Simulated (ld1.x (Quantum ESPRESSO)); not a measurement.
Hg, TM: configuration errors across variants

Hg, norm-conserving Troullier–Martins (Kleinman–Bylander form), made with ld1.x (Quantum ESPRESSO) 7.5 (PBEsol, fully relativistic). Core [Xe], reference 4f14 5d10 6s1.5 6p0 (charge +0.5). Waves: 6s (bound): rc 2.30 bohr; 6p (bound, empty): rc 2.80 bohr; 4f (bound): rc 0.85 bohr; 5d (bound): rc 2.20 bohr. Local part: the d channel. Core correction: Bessel-smoothed model core inside 0.80 bohr.

Open shells are filled in proportion to 2j + 1 (rel_dist='average').

All-electron excitation energies from the reference (eV): (1) 4f14 5d10 6s2 6p0 -4.389; (2) 4f14 5d10 6s1 6p0 6.363; (3) 4f14 5d10 6s0 6p0 25.377; (4) 4f14 5d9 6s2 6p0 11.176; (5) 4f14 5d9 6s0 6p0 60.936; (6) 4f13 5d10 6s2 6p0 103.488.

Tests that are not counted but printed errors over 1 eV. “wave 6p (bound): rc 2.80 bohr becomes 6p (bound): rc 3.36 bohr”: 4f14 5d10 6s0 6p1 (solver errors, printed error -1.1 eV). “wave 5d (bound): rc 2.20 bohr becomes 5d (bound): rc 1.60 bohr”: 4f14 5d10 6s0 6p1 (pseudo-atom not self-consistent, printed error +77.5 eV). “local potential the s channel”: 4f13 5d10 6s2 6p0 (solver errors, printed error -3.4 eV).

5 further variants failed, have other tests or too few solved ones, and are left out.

A true bound ghost makes a file unfit for plane-wave use even where its test errors are small: the radial tests pick states by their node count and pass the ghost by. Where a test does run into it, the solver fails or the error is huge.

The file “base” misses its own reference levels by 1.1 eV. The file “wave 6p (bound): rc 2.80 bohr becomes 6p (bound): rc 3.36 bohr” misses its own reference levels by 1.1 eV. The file “wave 5d (bound): rc 2.20 bohr becomes 5d (bound): rc 1.60 bohr” misses its own reference levels by 1.1 eV. The file “wave 6s (bound): rc 2.30 bohr becomes 6s (bound): rc 1.80 bohr” misses its own reference levels by 1.1 eV.

Errors AE − PS in meV (a dash: test not solved or not reliable):

| change | (1) | (2) | (3) | (4) | (5) | (6) | bound ghosts |
| --- | --- | --- | --- | --- | --- | --- | --- |
| base | -2.1 | -2.7 | -30 | -27 | -56 | -2325 | s |
| wave 6p (bound): rc 2.80 bohr becomes 6p (bound): rc 3.36 bohr | -2.1 | -2.7 | -30 | -27 | -56 | -2325 | s |
| wave 5d (bound): rc 2.20 bohr becomes 5d (bound): rc 1.60 bohr | -2.2 | -2.8 | -32 | -22 | -32 | -2078 | s |
| wave 6s (bound): rc 2.30 bohr becomes 6s (bound): rc 1.80 bohr | -1.7 | -2.2 | -24 | -25 | -61 | -2324 | s |
| local potential the s channel | -1.6 | -2.2 | -28 | -77 | -130 | – | not determined |

Problem. Give the same row for: core correction Bessel-smoothed model core inside 0.74 bohr.

Solution. -2.0, -2.7, -30, -27, -56, -2348; bound ghosts: s.
